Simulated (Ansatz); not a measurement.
`C[CH2][AlH][Br]` → `[AlH2][Br]` + `C=C` at 700 K and 1 bar (β-hydride elimination).

Calculated with Ansatz (gas phase, PBE0-D4/def2-TZVP geometries, no zero-point term in ΔE). CBS: MP2 limit from def2 TZ/QZ plus the TZ coupled-cluster correction, frozen cores. This one scheme is used for every species. For Br outer-core shells are correlated without core-valence functions, which leaves a few kJ/mol of doubt a bond. Scalar relativity is left out up to krypton. Each species was taken in one conformer, which may not be the lowest.

```json
{"species": "`C[CH2][AlH][Br]`", "CCSD(T)/CBS energy (Eh)": "-2895.11728", "H − E (kJ/mol)": "261.8", "S (J/(mol·K))": "459.8"}
{"species": "`[AlH2][Br]`", "CCSD(T)/CBS energy (Eh)": "-2816.58301", "H − E (kJ/mol)": "73.6", "S (J/(mol·K))": "316.3"}
{"species": "`C=C`", "CCSD(T)/CBS energy (Eh)": "-78.48111", "H − E (kJ/mol)": "168.9", "S (J/(mol·K))": "268.4"}
```

H − E and S are ideal-gas, rigid-rotor, harmonic terms from PBE0-D4/def2-TZVP, for one conformer and one mirror image of each species. 1 Eh = 2625.50 kJ/mol, R = 8.31446 J/(mol·K).

By hand: ΔE, ΔH, ΔS and ΔG.

ΔE = (-2816.58301) + (-78.48111) − (-2895.11728) = 0.05316 Eh = 139.6 kJ/mol. Δ(H − E) = 73.6 + 168.9 − 261.8 = -19.3, so ΔH = 120.3 kJ/mol. ΔS = 316.3 + 268.4 − 459.8 = 124.9 J/(mol·K). ΔG = 120.3 − 700 × (124.9)/1000 = 32.9 kJ/mol.

By hand: the equilibrium constant, and the temperature at which ΔG would vanish if ΔH and ΔS stayed fixed.

log₁₀ K = −ΔG/(RT ln 10) = -2.5. ΔG = 0 at ΔH/ΔS = 963 K.

The number of gas molecules changes by +1, which sets the sign of ΔS. A doubt of 5 kJ/mol in ΔE shifts log₁₀ K by 0.4 here. Other conformers and mirror images would add mixing entropy, several J/(mol·K) or more a flexible species. Modes under 60 cm⁻¹, often nearly free rotors, make the harmonic entropy too high. These are equilibria of isolated gas molecules and say nothing of rates. Largest T1 diagnostic: 0.011 (customary marks: 0.02 for closed shells, 0.045 for open ones).
